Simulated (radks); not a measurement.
Charge is removed step by step from the 4f level of the bismuth ion Bi35+, starting from [Kr] 4d10 4f2. Method: scalar-relativistic Kohn-Sham, LDA (Slater exchange, Perdew-Wang correlation), spin-unpolarised, spherical densities, finite nucleus; Fermi nuclear charge, rms radius 5.5211 fm; computed with a radial shooting solver on a logarithmic mesh with Libxc functionals.

\begin{tabular}{lrrr}
removed (e) & E - E(0) (eV) & eigenvalue (eV) & E minus straight line (eV) \\ \hline
0 & 0.000 & -1380.6 & 0.000 \\
0.25 & 347.02 & -1396.3 & -5.923 \\
0.5 & 697.97 & -1412.1 & -7.908 \\
0.75 & 1052.9 & -1427.9 & -5.939 \\
1 & 1411.8 & -1443.9 & 0.000 \\
\end{tabular}

Removing the whole electron costs 1411.8 eV by Delta-SCF, against 1380.6 eV from minus the eigenvalue at the starting occupation. Slater's transition state (half an electron removed) gives 1412.1 eV. Integrating minus the eigenvalue over the occupation (Janak's theorem) gives 1412.1 eV. In this scalar-relativistic scheme the density is built from large components alone, so the theorem holds only approximately. The mean slope of the eigenvalue, de/dn, is 63.3 eV per electron. Ionisation energy of Bi35+ in the NIST Atomic Spectra Database: 1440 eV (theoretical).

Beside tabulated values, note that spin-unpolarised runs miss the spin-polarisation part of the exchange energy of open shells, and scalar-relativistic runs lack spin-orbit coupling.
